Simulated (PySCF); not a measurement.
**Electron correlation in Ne⁺ (neon, charge +1)**

[He] 2s2 2p5, 2P determinant. Computed with PySCF 2.14 in cc-pVDZ (3s2p1d, 14 functions), with no relativity, point nucleus. Frozen: 1s2; 7 electrons correlated.

MP2 pair energies summed by pair of shells (mhartree):

```json
{"pair": "2p-2p", "energy": "-86.53", "share (%)": "64.6"}
{"pair": "2s-2p", "energy": "-40.05", "share (%)": "29.9"}
{"pair": "2s-2s", "energy": "-7.28", "share (%)": "5.4"}
```

Total MP2 correlation energy: -133.86 mhartree.

Same-spin part -33.62 and opposite-spin part -100.24 mhartree; SCS-MP2 scales them by 1/3 and 6/5 to -131.50 mhartree.

| level | correlation energy (mhartree) |
| --- | --- |
| CCSD | -144.14 |
| (T) | -1.02 |
| CCSD(T) | -145.16 |

Diagnostics: T1 = 0.0031, D1 = 0.0050, largest double amplitude 0.038.

Q: Is a single reference adequate?

A: Yes: T1 lies below 0.03 and no double amplitude reaches 0.07.
